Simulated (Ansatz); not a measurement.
Ideal-gas functions of CH$_{4}$AsBS, SMILES `B1SC[AsH]1` at 298.15 K and 1 bar, from an Ansatz frequency run at PBE0-D4/def2-TZVP.

Molar mass 133.84 g/mol, point group C1 (symmetry number 1), electronic degeneracy 1, moments of inertia 52.973, 200.64, 245.429 u Å². Harmonic wavenumbers (cm⁻¹, unscaled): 154, 331, 537, 575, 614, 660, 743, 758, 815, 848, 979, 1039, 1130, 1435, 2192, 2686, 3102, 3172.

Use S(trans) = R[1.5 ln M + 2.5 ln T − 1.1517]; rotational temperatures θ = 24.2544 K / I; S(rot) = R[ln(√π/σ · √(T³/θAθBθC)) + 1.5]; for each mode x = 1.438777 ν̃/T, S = R[x/(eˣ − 1) − ln(1 − e⁻ˣ)] and H = RT x/(eˣ − 1); 1 cm⁻¹ = 0.0119627 kJ/mol; R = 8.31446 J/(mol·K).

Question: By hand: the entropy, in J/(mol·K).

Answer: Translation 169.9. Rotation: θ = 0.4579, 0.1209, 0.0988 K, giving 109.9. Vibration, mode by mode: 10.97, 5.25, 2.39, 2.07, 1.78, 1.49, 1.08, 1.02, 0.82, 0.72, 0.43, 0.33, 0.23, 0.06, 0.00, 0.00, 0.00, 0.00, in all 28.7. Electronic 0.0. Sum 308.5 J/(mol·K).

Question: By hand: H − E and G − E in kJ/mol, counted from the electronic energy.

Answer: Zero-point energy ½ × 21770 × 0.0119627 = 130.2; thermal vibration 5.5; translation, rotation and pV give 4 RT = 9.9. H − E = 145.6 kJ/mol, and G − E = 145.6 − 298.15 × 308.5/1000 = 53.6 kJ/mol.

Vibration gives 9 % of the entropy. The sum counts one conformer and one mirror image; others add a mixing term.
